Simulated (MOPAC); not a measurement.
Input file for MOPAC: AM1 on H5NSi2 (SMILES N[Si][SiH3]), a point of a torsion scan.

```
AM1 1SCF PRECISE CHARGE=0 THREADS=1
H5NSi2

N      1.89345314 1    -0.17083299 1     0.42923877 1
Si     0.31985155 1     0.36808066 1     0.88656997 1
Si    -1.20708545 1    -1.05609313 1    -0.04883303 1
H      2.66117351 1     0.47168614 1     0.32688946 1
H      2.09222757 1    -1.02720191 1    -0.06997852 1
H     -1.94903415 1    -0.19386106 1    -0.99263445 1
H     -1.07542139 1    -2.32788896 1    -0.78567484 1
H     -2.18093331 1    -1.37550577 1     1.01285131 1
```

Output:

```
*******************************************************************************
 **                                                                           **
 **                              MOPAC v23.2.5                                **
 **                                                                           **
 *******************************************************************************
 ** MOPAC's Digital Object Identifier: https://doi.org/10.5281/zenodo.6511958 **
 **                                                                           **
 ** Please cite the open-source release paper for use of this MOPAC version:  **
 ** J. E. Moussa and J. J. P. Stewart (2026)                                  **
 ** MOPAC: An open-source semiempirical molecular orbital program             **
 ** J. Open Source Softw., 11(119), 8025, https://doi.org/10.21105/joss.08025 **
 *******************************************************************************

                              AM1 CALCULATION RESULTS

 *******************************************************************************
 *  AM1        - The AM1 Hamiltonian to be used
 *
 *
 *
 *                 CHARGE ON SYSTEM = 0
 *
 *
 *
 *  PRECISE    - TIGHTER CRITERIA TO BE USED
 *  1SCF       - DO 1 SCF AND THEN STOP
 *  THREADS=1  - MULTI-THREADING NOT USED
 *  T=         - A TIME OF 172800.0 SECONDS REQUESTED
 *  DUMP=N     - RESTART FILE WRITTEN EVERY 7200.0 SECONDS REQUESTED
 *******************************************************************************
AM1 1SCF PRECISE CHARGE=0 THREADS=1
 H5NSi2

   ATOM   CHEMICAL          X               Y               Z
  NUMBER   SYMBOL      (ANGSTROMS)     (ANGSTROMS)     (ANGSTROMS)

     1       N          1.89345314  *  -0.17083299  *   0.42923877  *
     2      Si          0.31985155  *   0.36808066  *   0.88656997  *
     3      Si         -1.20708545  *  -1.05609313  *  -0.04883303  *
     4       H          2.66117351  *   0.47168614  *   0.32688946  *
     5       H          2.09222757  *  -1.02720191  *  -0.06997852  *
     6       H         -1.94903415  *  -0.19386106  *  -0.99263445  *
     7       H         -1.07542139  *  -2.32788896  *  -0.78567484  *
     8       H         -2.18093331  *  -1.37550577  *   1.01285131  *



          CARTESIAN COORDINATES

    NO.       ATOM           X           Y           Z

     1         N          1.8935     -0.1708      0.4292
     2        Si          0.3199      0.3681      0.8866
     3        Si         -1.2071     -1.0561     -0.0488
     4         H          2.6612      0.4717      0.3269
     5         H          2.0922     -1.0272     -0.0700
     6         H         -1.9490     -0.1939     -0.9926
     7         H         -1.0754     -2.3279     -0.7857
     8         H         -2.1809     -1.3755      1.0129

  H: (AM1): M.J.S. DEWAR ET AL, J. AM. CHEM. SOC. 107 3902-3909 (1985)
  N: (AM1): M.J.S. DEWAR ET AL, J. AM. CHEM. SOC. 107 3902-3909 (1985)
 Si: (AM1): M.J.S.DEWAR, C. JIE, ORGANOMETALLICS, 6, 1486-1490 (1987).

           Empirical Formula: H5 N Si2  =     8 atoms



      MOLECULAR POINT GROUP   :   C1


      RHF CALCULATION, NO. OF DOUBLY OCCUPIED LEVELS = 9


 -------------------------------------------------------------------------------
 AM1 1SCF PRECISE CHARGE=0 THREADS=1
 H5NSi2



     1SCF WAS SPECIFIED, SO BFGS WAS NOT USED
     SCF FIELD WAS ACHIEVED


                              AM1 CALCULATION
                                                       MOPAC v23.2.5 Linux




          FINAL HEAT OF FORMATION =         36.70505 KCAL/MOL =     153.57391 KJ/MOL


          COSMO AREA              =        125.42 SQUARE ANGSTROMS
          COSMO VOLUME            =        118.52 CUBIC ANGSTROMS

          IONIZATION POTENTIAL    =          7.607953 EV
          HOMO LUMO ENERGIES (EV) =         -7.608 -0.755
          NO. OF FILLED LEVELS    =          9
          MOLECULAR WEIGHT        =         75.2172         POINT GROUP:  C1

          MOLECULAR DIMENSIONS (Angstroms)

            Atom       Atom       Distance
            H     8    H     4     5.22768
            H     7   Si     2     2.81222
            H     6    H     5     2.52825


          SCF CALCULATIONS        =          1





   ATOM   CHEMICAL          X               Y               Z
  NUMBER   SYMBOL      (ANGSTROMS)     (ANGSTROMS)     (ANGSTROMS)

     1       N          1.89345314  *  -0.17083299  *   0.42923877  *
     2      Si          0.31985155  *   0.36808066  *   0.88656997  *
     3      Si         -1.20708545  *  -1.05609313  *  -0.04883303  *
     4       H          2.66117351  *   0.47168614  *   0.32688946  *
     5       H          2.09222757  *  -1.02720191  *  -0.06997852  *
     6       H         -1.94903415  *  -0.19386106  *  -0.99263445  *
     7       H         -1.07542139  *  -2.32788896  *  -0.78567484  *
     8       H         -2.18093331  *  -1.37550577  *   1.01285131  *

                             CARTESIAN COORDINATES

   1    N        1.893453140    -0.170832990     0.429238770
   2   Si        0.319851550     0.368080660     0.886569970
   3   Si       -1.207085450    -1.056093130    -0.048833030
   4    H        2.661173510     0.471686140     0.326889460
   5    H        2.092227570    -1.027201910    -0.069978520
   6    H       -1.949034150    -0.193861060    -0.992634450
   7    H       -1.075421390    -2.327888960    -0.785674840
   8    H       -2.180933310    -1.375505770     1.012851310


           Empirical Formula: H5 N Si2  =     8 atoms



      MOLECULAR POINT GROUP   :   C1


                  EIGENVALUES
 -32.83131 -17.27882 -16.38624 -15.24014 -12.27957 -12.09741 -11.45487 -10.48396
  -7.60795  -0.75513  -0.20294   1.55417   1.62844   1.86983   2.75798   4.55462
   5.26521


              NET ATOMIC CHARGES AND DIPOLE CONTRIBUTIONS

  ATOM NO.   TYPE          CHARGE      No. of ELECS.   s-Pop       p-Pop
    1          N          -0.613583        5.6136     1.53005     4.08353
    2         Si           0.546318        3.4537     1.48014     1.97354
    3         Si          -0.048376        4.0484     0.95964     3.08874
    4          H           0.194442        0.8056     0.80556
    5          H           0.180311        0.8197     0.81969
    6          H          -0.080683        1.0807     1.08068
    7          H          -0.099134        1.0991     1.09913
    8          H          -0.079296        1.0793     1.07930
 DIPOLE           X         Y         Z       TOTAL
 POINT-CHG.     1.935     2.973     1.690     3.930
 HYBRID         1.088    -3.534    -2.535     4.483
 SUM            3.023    -0.560    -0.845     3.188


          ATOMIC ORBITAL ELECTRON POPULATIONS

     Atom    s        px        py        pz
    1  N   1.53005   1.27887   1.20271   1.60195
    2 Si   1.48014   0.60010   0.86667   0.50677
    3 Si   0.95964   1.14821   0.97596   0.96456
    4  H   0.80556
    5  H   0.81969
    6  H   1.08068
    7  H   1.09913
    8  H   1.07930

 **********************
 *                    *
 * JOB ENDED NORMALLY *
 *                    *
 **********************




 == MOPAC DONE ==
```

The run finished.

Cost: around 0.04 core-seconds (rough).
